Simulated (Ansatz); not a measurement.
F2Si, charge -1, doublet, geometry from GFN2-xTB of the parent state (a state made from the parent by changing its charge; the spin is typed, not shown lowest) (a gas-phase anion, which may not be bound at this level); CAM-B3LYP/3-21G run with Ansatz (a quantum-chemistry and plane-wave program).

The Ansatz input:
Ansatz 0.2 input:
```yaml
crystal:
  periodic: [false, false, false]
  atoms:
    - {symbol: Si, position_ang: [-0.03269801, -0.01543688, 0.55306998]}
    - {symbol: F, position_ang: [1.10572363, -0.70625359, -0.38634522]}
    - {symbol: F, position_ang: [-1.05486006, 0.73026650, -0.47398585]}
basis:
  gaussian:
    orbitals: 3-21G.json
hamiltonian:
  xc: cam_b3lyp
total_charge: -1
magnetization: {spin_polarized: false, initial_magnetization: 1}
```
The basis file holds 3-21G in the JSON format of the Basis Set Exchange.

Task: Predict the main parts of the log of this Ansatz run.

Result: 
```
Functional definition: CAM-B3LYP
323 factors; integrals over basis functions are off by at most 1.5e-4 eV
136 factors; integrals over basis functions are off by at most 9.0e-7 eV
mean field evaluation 1: about -13239.3976 eV, gradient 1.4e1 eV
mean field evaluation 2: about -13239.4497 eV, gradient 1.4e1 eV
mean field evaluation 4: about -13239.8489 eV, gradient 1.0e0 eV
mean field evaluation 8: about -13239.8517 eV, gradient 3.4e-3 eV
mean field evaluation 16: about -13157.0094 eV, gradient 1.5e2 eV
mean field -13239.85171626 eV, -486.5555762789 hartree, gradient 2.6e-5 eV, S^2 0.750000; 0 other end points of the search recorded, 0 dependent functions left out
reference -13239.85179519 eV, -486.5555791794 hartree; 17, 16 occupied and 14, 15 virtual orbitals, 323 factors
Total energy: -13239.85179519 eV, -486.5555791794 hartree
```
